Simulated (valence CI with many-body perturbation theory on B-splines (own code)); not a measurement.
# Hf: input, log and results

Computed by valence CI with perturbative core correlation (CI+MBPT): four valence electrons over a frozen Dirac-Fock core [Xe] 4f14, radial functions for each j: 9 s, 4 p, 3 d, 4 f, with the one-electron correlation potential Σ1 (screened to all orders), the two-electron term Σ2, the three-electron term Σ3, Breit, model QED; selected single and double excitations, second order for the rest, scaled by the run's own slope (own B-spline code, finite nucleus).

Command, and the settings that its task file holds:

```sh
python run_cv.py task.json out
```

```
atom Hf  Z=72  mass_number=180  rms_radius_fm=5.3470
core [Xe] 4f14
valence 5d2 6s2
avg = 1
basis = S
breit = 1
cap = 10000
capref = 1200
cscale = 1
de = 0.0
dress = 0
eps = 2e-08
extrap = 1
h = 0.27
hh = 1
l2 = 3
lcore = 6
maxit = 60
n2 = 5
natural = 1
nlev = 20
nno = [6, 1, 1, 2, 0]
nroot = 26
nsp = [3, 3, 2, 2, 0]
pt2 = 1
qed = 1
rpa = 1
s1 = 1
s2 = 1
s3 = 1
screen = 1
tol = 2e-05
whole = 1
```

It took 77 s on 1 thread of Arm Neoverse V1 (shared host).

Log. The first blocks belong to the next ion, which gives the ionisation energy. Fields: 2J, parity (1 odd), roots, reference size, generating configurations, candidates as configurations/state functions, variational space P, stored matrix elements, Davidson steps; e2 is the range of second-order energies in hartree. The first line gives the box (bohr), its intervals, the orbitals and the steps of their self-consistent field. Window is the range of levels sought, series limit the energy at which the first omitted orbital would enter, core excitation an estimate of the first excitation out of the core, left out the lowest levels not solved, and shifts from estimates the range by which levels moved from their first estimate, all in cm⁻¹.

```
rmax 49.2 intervals 67 orbitals 31 references ['5d2 6s2', '5d 6s2 6p'] scf 14 t 2.3
2J=3 par=0 roots 2 ref 54 generators 15 cand 1421/2675 P 479/940 nnz 0 it 0
2J=3 par=0 roots 2 ref 54 generators 58 cand 1895/3561 P 952/1840 nnz 0 it 8
   second order: generators 101 cand 1448/2705 e2 -0.00001 -0.00000
2J=5 par=0 roots 2 ref 55 generators 14 cand 1258/2685 P 472/997 nnz 0 it 0
2J=5 par=0 roots 2 ref 55 generators 57 cand 1891/4034 P 984/2024 nnz 0 it 8
   second order: generators 103 cand 1419/3071 e2 -0.00001 -0.00001
reference levels 519, estimated 67, window 18105 1/cm; series limit 47783, core excitation 138867
2J=4 par=0 roots 5 ref 53 generators 48 cand 6537/39439 P 908/3563 nnz 1.6e+06 it 10
2J=4 par=0 roots 5 ref 53 generators 163 cand 13063/75804 P 2215/9997 nnz 8.2e+06 it 12
   second order: generators 363 cand 15412/85790 e2 -0.00016 -0.00009
2J=6 par=0 roots 3 ref 46 generators 32 cand 6412/41195 P 740/3547 nnz 1.8e+06 it 9
2J=6 par=0 roots 3 ref 46 generators 109 cand 11693/75136 P 1821/9998 nnz 9.1e+06 it 12
   second order: generators 240 cand 14792/89854 e2 -0.00011 -0.00007
2J=8 par=0 roots 4 ref 35 generators 37 cand 5125/33041 P 848/3529 nnz 1.8e+06 it 9
2J=8 par=0 roots 4 ref 35 generators 128 cand 10445/65611 P 2114/10000 nnz 8.9e+06 it 12
   second order: generators 287 cand 12847/78500 e2 -0.00014 -0.00007
2J=0 par=0 roots 1 ref 15 generators 21 cand 3478/5757 P 1241/1953 nnz 0 it 7
2J=0 par=0 roots 1 ref 15 generators 61 cand 7592/13272 P 2283/3725 nnz 9.1e+05 it 7
   second order: generators 136 cand 10522/18276 e2 -0.00004 -0.00004
2J=2 par=0 roots 3 ref 38 generators 34 cand 5932/26313 P 990/3545 nnz 1.5e+06 it 9
2J=2 par=0 roots 3 ref 38 generators 105 cand 11423/48793 P 2394/9320 nnz 6.7e+06 it 11
   second order: generators 242 cand 14003/57450 e2 -0.00006 -0.00004
2J=4 par=1 roots 5 ref 73 generators 53 cand 7112/33975 P 923/3598 nnz 1.6e+06 it 8
2J=4 par=1 roots 5 ref 73 generators 137 cand 10386/55703 P 2356/10000 nnz 8e+06 it 11
   second order: generators 319 cand 13138/72922 e2 -0.00016 -0.00011
2J=2 par=1 roots 3 ref 58 generators 38 cand 5889/21612 P 1064/3575 nnz 1.5e+06 it 7
2J=2 par=1 roots 3 ref 58 generators 110 cand 9695/39472 P 2830/9998 nnz 7.2e+06 it 11
   second order: generators 260 cand 11789/47754 e2 -0.00007 -0.00005
2J=6 par=1 roots 4 ref 67 generators 35 cand 5976/32238 P 886/3585 nnz 1.6e+06 it 6
2J=6 par=1 roots 4 ref 67 generators 117 cand 10218/60415 P 2259/10000 nnz 8.4e+06 it 14
   second order: generators 278 cand 12432/75771 e2 -0.00014 -0.00012
2J=10 par=0 roots 2 ref 20 generators 28 cand 4736/26215 P 721/2764 nnz 1.1e+06 it 6
2J=10 par=0 roots 2 ref 20 generators 86 cand 8655/48589 P 1901/8275 nnz 6.4e+06 it 8
   second order: generators 187 cand 10551/57622 e2 -0.00007 -0.00004
2J=8 par=1 roots 2 ref 47 generators 20 cand 4167/21243 P 891/3564 nnz 1.6e+06 it 6
2J=8 par=1 roots 2 ref 47 generators 73 cand 8177/46508 P 2138/9447 nnz 7.7e+06 it 8
   second order: generators 193 cand 10953/65504 e2 -0.00007 -0.00006
2J=0 par=1 roots 2 ref 22 generators 29 cand 4708/8222 P 1534/2484 nnz 0 it 6
2J=0 par=1 roots 2 ref 22 generators 80 cand 7638/13680 P 2868/4773 nnz 1.5e+06 it 8
   second order: generators 179 cand 9562/16865 e2 -0.00003 -0.00002
left out: unestimated 24081, estimated 21580, shifts from estimates -75 to 0
operators 6.7
```

The Davidson iterations converged.

Against 16 measured levels this calculation errs by 209 cm⁻¹ on average and by 772 at most. These come from a selection out of the NIST Handbook of Basic Atomic Spectroscopic Data. Levels without a partner in it may be off by more, other configurations by 1,000 to 4,000 cm⁻¹.

* Valence energy: -2.830114 hartree
* Ionisation energy: 6.7926 eV (NIST: 6.82507 eV (measured))
* Reference configurations for the orbitals: 5d2 6s2, 5d 6s2 6p
* Radial orbitals: 31
* Box radius: 49.23 bohr
* Largest variational space: 10000
* Lowest levels: 5d²6s² ³F_2 0.0000, 5d²6s² ³F_3 0.2808, 5d²6s² ³F_4 0.5551, 5d²6s² ³P_0 0.6847, 5d²6s² ¹D_2 0.7199, 5d²6s² ³P_1 0.8029, 5d²6s² ³P_2 1.114, 5d6s²6p ³F°_2 1.278, 5d²6s² ¹G_4 1.402, 5d³6s ⁵F_1 1.626, 5d³6s ⁵F_2 1.702, 5d6s²6p ³D°_1 1.720, 5d6s²6p ¹D°_2 1.750, 5d6s²6p ³F°_3 1.763 eV

Names give the largest LS component (configuration and term), which can be under half, so a name can repeat, a term be missing and a line seem to break the LS rules; names also repeat where a configuration has a term twice.
